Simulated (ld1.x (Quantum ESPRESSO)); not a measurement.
# lutetium (Lu): RRKJ pseudisation with PBE, scalar-relativistic reference atom.

* Element: lutetium (Lu)
* Generator: ld1.x (Quantum ESPRESSO) 7.5
* Type: norm-conserving RRKJ (Kleinman–Bylander form)
* Functional: PBE
* Relativity: scalar-relativistic
* Frozen core: [Xe]
* Valence charge: 17
* Reference configuration: 4f14 5d1 6s2 6p0
* Partial waves: 6s (bound): rc 2.95 bohr; 6p (bound, empty): rc 2.90 bohr; 4f (bound): rc 0.75 bohr; 5d (bound): rc 1.80 bohr
* Local potential: the d channel
* Core correction: Bessel-smoothed model core, default radius (core density twice the valence density)
* rho0: 0.02

All-electron outer shells of the reference configuration (PBE, scalar-relativistic, ld1.x):

```tsv
shell	level (eV)	outermost node (bohr)	outermost maximum (bohr)
5s	-61.06	0.57	1.04
5p	-31.66	0.61	1.19
4f	-9.62	–	0.47
6s	-4.66	1.41	3.08
5d	-1.75	0.68	1.84
6p	-1.34	1.73	4.26
```

(1) Is a potential produced?

## Answers

(1) No. ld1.x (Quantum ESPRESSO) 7.5 stopped with "compute_chi: n is too large": the Bessel-function wave could not be built (negative determinant in compute_phi), and the routine for χ then failed on it.
